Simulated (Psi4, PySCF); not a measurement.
Intermolecular potential of H4Ge ··· Br2 (SMILES [GeH4] and BrBr), singlet. Monomers: optimised at B3LYP-D3(BJ) (def2-TZVP), held rigid. Orientation: lowest of the rigid-body minima from ten starts at GFN2-xTB. The monomers approach along the line of their centres of mass (distance R); nothing else relaxes.

Levels: RMP2/3-21G = restricted MP2 (frozen core)/3-21G, no counterpoise correction (PySCF 2.14.0); PBE-D3(BJ)/def2-TZVP, counterpoise-corrected (Psi4); SAPT0/jun-cc-pVDZ, frozen core (Psi4).

Interaction energies in kJ/mol:

```csv
R / Å,RMP2/3-21G,PBE-D3(BJ)/def2-TZVP
2.98,67.83,41.69
3.24,23.17,11.97
3.43,7.33,1.67
3.62,-0.67,-3.45
3.80,-4.10,-5.59
4.04,-5.42,-6.27
4.36,-4.76,-5.51
4.66,-3.51,-4.33
5.12,-1.81,-2.71
5.83,-0.48,-1.21
6.84,-0.08,-0.40
8.11,-0.03,-0.13
```

Problem. What does SAPT0/jun-cc-pVDZ give at the same points?

Solution. 2.98: 54.84; 3.24: 20.98; 3.43: 8.75; 3.62: 2.30; 3.80: -0.74; 4.04: -2.32; 4.36: -2.50; 4.66: -2.04; 5.12: -1.30; 5.83: -0.62; 6.84: -0.24; 8.11: -0.08 (kJ/mol).
